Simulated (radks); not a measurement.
Fractional charge and spin in the 6s shell of barium: the spin-up occupation runs from 0 to 1 and the spin-down occupation from 0 to 1; the fullest corner is Ba, [Xe] 6s(up 1, down 1). Calculated with a radial shooting solver on a logarithmic mesh with Libxc functionals: scalar-relativistic Kohn-Sham, BLYP, spin-polarised, spherical densities, finite nucleus; Fermi nuclear charge, rms radius of each element as measured or else 0.836 A^(1/3) + 0.57 fm. Energy (eV) above the fullest corner. The planes named below are the two flat planes that join the four corners, with an edge along up + down = one added electron.

down \ up,0,0.25,0.5,0.75,1
0,15.337,12.345,9.655,7.264,5.169
0.25,12.345,9.677,7.315,5.248,3.471
0.5,9.655,7.315,5.273,3.520,2.048
0.75,7.264,5.248,3.520,2.072,0.894
1,5.169,3.471,2.048,0.894,0.000

Corners above the fullest one (they belong to Ba+ and the next ion): (up 1, down 0) 5.169 eV, (up 0, down 1) 5.169 eV, (up 0, down 0) 15.337 eV. With half an added electron in each spin the energy lies 0.104 eV from the planes (fractional-spin error, the static-correlation error of a stretched bond), and with half an added electron in spin up alone -0.599 eV (fractional-charge error). For a frontier s shell over closed shells the exact functional lies on the planes.
